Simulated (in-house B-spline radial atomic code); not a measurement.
Inner levels of fluorine as electrons are removed. A shift is the extra binding of the orbital against the neutral atom ([He] 2s2 2p1/2(2) 2p3/2(3)). The density at the nucleus is averaged over the nuclear charge. Computed with a B-spline radial code for spherical atoms: Dirac-Hartree-Fock, jj configuration that fills j = l - 1/2 first, finite nuclei.

A number in brackets counts the electrons of a j subshell.

| ion | configuration | shift of 1s1/2 (eV) | radius of 1s1/2 (bohr) | Σ<r²> (bohr²) | change of density at nucleus (bohr⁻³) |
| --- | --- | --- | --- | --- | --- |
| F | [He] 2s2 2p1/2(2) 2p3/2(3) | 0 | 0.17551 | 10.227 | - |
| F+ | [He] 2s2 2p1/2(2) 2p3/2(2) | 20.97 | 0.17543 | 7.1182 | 1.9698 |
| F2+ | [He] 2s2 2p1/2(2) 2p3/2(1) | 47.198 | 0.17525 | 5.0597 | 4.617 |
| F3+ | [He] 2s2 2p1/2(2) | ? | ? | ? | ? |
| F4+ | [He] 2s2 2p1/2(1) | 114.13 | 0.17459 | 2.4618 | 11.784 |
| F5+ | [He] 2s2 | 154.7 | 0.17407 | 1.6076 | 16.339 |
| F6+ | [He] 2s1 | 193.87 | 0.17402 | 0.78469 | 0.60914 |
| F7+ | 1s2 | ? | ? | ? | ? |
| F8+ | 1s1 | 384.56 | 0.16643 | 0.036944 | -223.15 |

Question: Fill in the row of F3+.

Answer: shift of 1s1/2 (eV): 78.397; radius of 1s1/2 (bohr): 0.17498; Σ<r²> (bohr²): 3.5835; change of density at nucleus (bohr⁻³): 7.9057.

Question: Fill in the row of F7+.

Answer: shift of 1s1/2 (eV): 235.81; radius of 1s1/2 (bohr): 0.1737; Σ<r²> (bohr²): 0.080936; change of density at nucleus (bohr⁻³): -18.354.
